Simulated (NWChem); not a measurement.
# C₂H₆ClSc; SMILES [CH3][Sc]([CH3])[Cl]

Not confirmed as a minimum by frequencies.

Q: Give the equilibrium geometry at PBE0/def2-SVP (NWChem) as a list of bonds and angles, with the point group.

A: point group C2v; any orientation.
Bonds (Å): Sc1–Cl2 2.305, Sc1–C3 2.159, Sc1–C7 2.159, C3–H4 1.107, C3–H5 1.105, C3–H6 1.107, C7–H8 1.105, C7–H9 1.107, C7–H10 1.107. Angles (°): Cl2–Sc1–C3 121.9, Cl2–Sc1–C7 121.9, C3–Sc1–C7 116.2, Sc1–C3–H4 111.6, Sc1–C3–H5 112.1, Sc1–C3–H6 111.6, H4–C3–H5 107.5, H4–C3–H6 106.2, H5–C3–H6 107.5, Sc1–C7–H8 112.1, Sc1–C7–H9 111.6, Sc1–C7–H10 111.6, H8–C7–H9 107.5, H8–C7–H10 107.5, H9–C7–H10 106.1.
